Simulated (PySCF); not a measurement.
Isomers of C5H9F3Si, one GFN2-xTB conformer each. Single-point energies are computed at PBE0/pcSseg-1 (PySCF, gas phase, no added dispersion term), electronic only.

```csv
SMILES,GFN2-xTB relative energy (kcal/mol)
C=C[C@@H](C[SiH3])C(F)(F)F,25.4
FC(F)(F)[C@@H]1CCC[SiH2]1,0.0
C[C@@H]1[SiH2]C[C@H]1C(F)(F)F,15.9
C=C[Si@@H](CC)C(F)(F)F,43.8
```

Conformers: `[CH2:1]=[CH:2][C@@H:3]([CH2:4][SiH3:5])[C:6]([F:7])([F:8])[F:9]` with C1–C2–C3–C4 118°, C2–C3–C4–Si5 -177°; `[F:1][C:2]([F:3])([F:4])[C@@H:5]1[CH2:6][CH2:7][CH2:8][SiH2:9]1` with C2–C5–C6–C7 -161°, C5–C6–C7–C8 51°, C6–C7–C8–Si9 -38°, C7–C8–Si9–C5 13°; `[CH3:1][C@@H:2]1[SiH2:3][CH2:4][C@H:5]1[C:6]([F:7])([F:8])[F:9]` with C1–C2–Si3–C4 -128°, C2–Si3–C4–C5 9°, Si3–C4–C5–C6 -132°, C1–C2–C5–C4 135°; `[CH2:1]=[CH:2][Si@@H:3]([CH2:4][CH3:5])[C:6]([F:7])([F:8])[F:9]` with C1–C2–Si3–C4 77°, C2–Si3–C4–C5 50°.

What does PBE0/pcSseg-1 give for the same structures?

| SMILES | PBE0/pcSseg-1 E (Eh) | PBE0/pcSseg-1 (kcal/mol) | GFN2-xTB (kcal/mol) | point group |
| --- | --- | --- | --- | --- |
| FC(F)(F)[C@@H]1CCC[SiH2]1 | -784.30307 | 0.0 | 0.0 | C1 |
| C[C@@H]1[SiH2]C[C@H]1C(F)(F)F | -784.27624 | 16.8 | 15.9 | C1 |
| C=C[Si@@H](CC)C(F)(F)F | -784.26422 | 24.4 | 43.8 | C1 |
| C=C[C@@H](C[SiH3])C(F)(F)F | -784.25847 | 28.0 | 25.4 | C1 |

Both levels put the same isomer lowest; measured from each level's own lowest isomer, the values differ by up to 19.4 kcal/mol (C=C[Si@@H](CC)C(F)(F)F: 43.8 against 24.4). As drawn, the highest has a C=C bond outside aromatic rings, which the lowest lacks.

Which frontier levels, dipoles and rotational constants go with these structures?

```
                       SMILES  HOMO (eV, PBE0/pcSseg-1)  LUMO (eV)  dipole (D)      A, B, C (MHz)
    FC(F)(F)[C@@H]1CCC[SiH2]1                     -8.69       0.58        2.96  2381, 1007, 840.1
C[C@@H]1[SiH2]C[C@H]1C(F)(F)F                     -8.05       0.00        2.53  2154, 1007, 824.1
       C=C[Si@@H](CC)C(F)(F)F                     -8.23      -0.86        3.22  1587, 1060, 805.7
   C=C[C@@H](C[SiH3])C(F)(F)F                     -7.98      -0.12        2.28  1689, 1083, 787.2
```
